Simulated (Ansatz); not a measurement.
C₆H₁₉N₄Ta, SMILES `C[N](C)[Ta](=[NH])([N](C)C)[N](C)C`, relaxed with RKS PBE0-D4/def2-TZVP in the Gaussian-basis code of Ansatz from a PBE-D4/def2-SVP geometry. The force threshold is 0.005 eV/Å; the program also tests the step.

Total charge 0; spin multiplicity 1. Ta takes the def2 core potential.

Start:

```xyz
30

C    -1.192    0.571   -2.218
N    -0.523   -0.623   -1.735
C    -0.600   -1.725   -2.676
Ta    0.456   -0.565    0.035
N     1.582   -1.957    0.114
N     1.527    1.146    0.181
C     2.962    1.315    0.046
C     0.851    2.383    0.529
N    -0.857   -0.703    1.568
C    -2.093    0.057    1.520
C    -0.774   -1.557    2.739
H    -0.763    0.929   -3.186
H    -2.285    0.404   -2.384
H    -1.096    1.412   -1.498
H    -0.148   -1.458   -3.663
H    -1.659   -2.023   -2.876
H    -0.065   -2.608   -2.281
H     2.232   -2.742    0.158
H     3.423    1.704    0.988
H     3.443    0.348   -0.197
H     3.218    2.042   -0.764
H     1.229    2.811    1.491
H     0.980    3.170   -0.255
H    -0.242    2.227    0.660
H    -2.154    0.680    0.601
H    -2.993   -0.607    1.514
H    -2.199    0.747    2.392
H     0.171   -2.132    2.731
H    -1.622   -2.284    2.781
H    -0.810   -0.963    3.685
```

Q: By how much does the energy fall, and how many steps does the optimiser take? (Best estimate.)

A: Computed: 12.71 kJ/mol, in 5 steps.

Q: Which bonds change most? (Best estimate.)

A: The calculation gave: Ta4–N6 from 2.024 to 2.003 Å.

Q: Give the relaxed structure. (An estimate is asked.)

A: Ansatz gave: 
```xyz
30

C    -1.177    0.567   -2.199
N    -0.514   -0.619   -1.716
C    -0.601   -1.708   -2.657
Ta    0.460   -0.568    0.033
N     1.577   -1.948    0.112
N     1.511    1.130    0.181
C     2.935    1.311    0.045
C     0.842    2.358    0.534
N    -0.845   -0.699    1.547
C    -2.075    0.052    1.498
C    -0.769   -1.535    2.719
H    -0.756    0.903   -3.159
H    -2.254    0.401   -2.350
H    -1.070    1.403   -1.499
H    -0.162   -1.435   -3.628
H    -1.648   -1.994   -2.842
H    -0.072   -2.581   -2.277
H     2.209   -2.728    0.157
H     3.380    1.696    0.975
H     3.417    0.364   -0.197
H     3.172    2.031   -0.752
H     1.230    2.773    1.476
H     0.963    3.127   -0.242
H    -0.234    2.203    0.678
H    -2.144    0.653    0.584
H    -2.954   -0.609    1.509
H    -2.168    0.741    2.351
H     0.157   -2.109    2.716
H    -1.612   -2.242    2.762
H    -0.801   -0.935    3.641
```
